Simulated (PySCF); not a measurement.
Spectrum to structure. Theory: PySCF 2.14.0, density-fitted response routines, TDDFT PBE0/def2-SVPD, vertical, gas phase, core orbitals frozen in the response. Geometries: PBE0-D3(BJ)/def2-SVP, one conformer each.

```json
{"state": "S1", "λ (nm)": "243.1", "f": "0.0014"}
{"state": "S2", "λ (nm)": "225.3", "f": "0.0027"}
{"state": "S3", "λ (nm)": "212.1", "f": "0.0011"}
{"state": "S4", "λ (nm)": "188.0", "f": "0.012"}
{"state": "S5", "λ (nm)": "181.7", "f": "0.079"}
{"state": "S6", "λ (nm)": "179.8", "f": "0.055"}
{"state": "S7", "λ (nm)": "176.2", "f": "0.128"}
{"state": "S8", "λ (nm)": "171.3", "f": "0.0033"}
{"state": "S9", "λ (nm)": "165.4", "f": "0.016"}
{"state": "S10", "λ (nm)": "163.8", "f": "0.014"}
```

Orbital energies (eV): HOMO-3 -9.37, HOMO-2 -8.78, HOMO-1 -8.34, HOMO -7.38, LUMO -1.32, LUMO+1 0.08, LUMO+2 0.60.

Question: Which structure fits? All have the formula C7H12BF.
A. `C=C1C[C@@H](B(C)C)[C@H]1F`
B. `C=C1C[C@@H](B(C)C)[C@@H]1F`
C. `C/C(=C\F)[C@@H]1BCCC1`
D. `B[C@@H]1[C@@H](F)[C@H]2C[C@@H]1[C@@H]2C`
E. `C[C@@]1(F)C=CCC[C@H]1B`

Answer: E. Its S1 lies at 5.10 eV; the nearest of the others has S1 at 5.42 eV. S1 is HOMO→LUMO (95%). Löwdin shares by element: HOMO carbon 77% or more (atoms not listed hold the other 23%); LUMO boron 53%, hydrogen 19% or more, carbon 13% or more. At the same level the other candidates give, for their lowest levels:
- `B[C@@H]1[C@@H](F)[C@H]2C[C@@H]1[C@@H]2C`: 229 nm (f 0.001); 228 nm (f 0.002); 205 nm (f 0.015); 194 nm (f 0.008); 183 nm (f 0.006); T1 4.87 eV; HOMO -8.43, LUMO -1.49 eV
- `C/C(=C\F)[C@@H]1BCCC1`: 271 nm (f 0.002); 205 nm (f 0.003); 200 nm (f 0.010); 198 nm (f 0.004); 186 nm (f 0.018); T1 4.14 eV; HOMO -6.70, LUMO -0.92 eV
- `C=C1C[C@@H](B(C)C)[C@H]1F`: 216 nm (f 0.007); 198 nm (f 0.004); 192 nm (f 0.168); 190 nm (f 0.001); 181 nm (f 0.008); T1 4.08 eV; HOMO -7.37, LUMO -0.56 eV
- `C=C1C[C@@H](B(C)C)[C@@H]1F`: 214 nm (f 0.001); 204 nm (f 0.000); 195 nm (f 0.002); 187 nm (f 0.303); 182 nm (f 0.027); T1 4.15 eV; HOMO -7.37, LUMO -0.53 eV
Triplets come from the Tamm–Dancoff approximation.
